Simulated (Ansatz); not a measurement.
BeCl2 (SMILES [Cl][Be][Cl]) moved off its minimum; all values from Ansatz (a first-principles code), cores frozen in correlated methods.
(charge 0, multiplicity 1)
```xyz
3

Be    -0.0455    -0.0058     0.0162
Cl     0.0117    -0.0290    -1.7963
Cl    -0.0001    -0.0169     1.7986
```

Q: Give the forces (eV/Å), the total energy and the dipole at CCSD(T)/aug-cc-pV(T+d)Z.

A: 
```csv
atom,Fx,Fy,Fz
Be1,0.079,-0.028,-0.602
Cl2,-0.047,0.016,0.128
Cl3,-0.032,0.012,0.474
```
Energy -934.3195 hartree, dipole 0.21 D.
